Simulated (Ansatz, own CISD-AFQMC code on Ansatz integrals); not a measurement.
H4B2Si, SMILES `B=B[SiH3]` (charge 0, multiplicity 1).

Cartesian coordinates (Å):
```xyz
7

B      2.2147    -0.4632     0.0741
B      0.7309    -0.0933     0.1221
Si    -1.1865     0.2865     0.0870
H      3.3519    -0.7442     0.0397
H     -1.6921    -0.6436    -0.9622
H     -1.8917    -0.0151     1.3566
H     -1.5272     1.6729    -0.3156
```
Charge 0, spin multiplicity 1.

Frozen-core correlation energies in cc-pVDZ at a geometry from B3LYP-D3(BJ)/def2-TZVP, on an HF energy of -340.47487 Ha (<S^2> = 0.00, restricted and unstable towards unrestricted orbitals). Wave-function levels are from Ansatz, the walk from an own CISD-AFQMC code on Ansatz integrals (time step 0.005/Ha, trial state from CCSD amplitudes, largest double 0.12).

| level | correlation energy (mHa) |
|---|---|
| MP2 | -239.4 |
| CCSD | -294.8 |
| CCSD(T) | -304.5 |

Problem. What correlation energy does phaseless AFQMC give, and where does it lie among these levels?

Solution. -306.7 ± 0.3 mHa (one standard error). AFQMC minus each level: MP2 -67.3 mHa, CCSD -12.0 mHa, CCSD(T) -2.3 mHa.
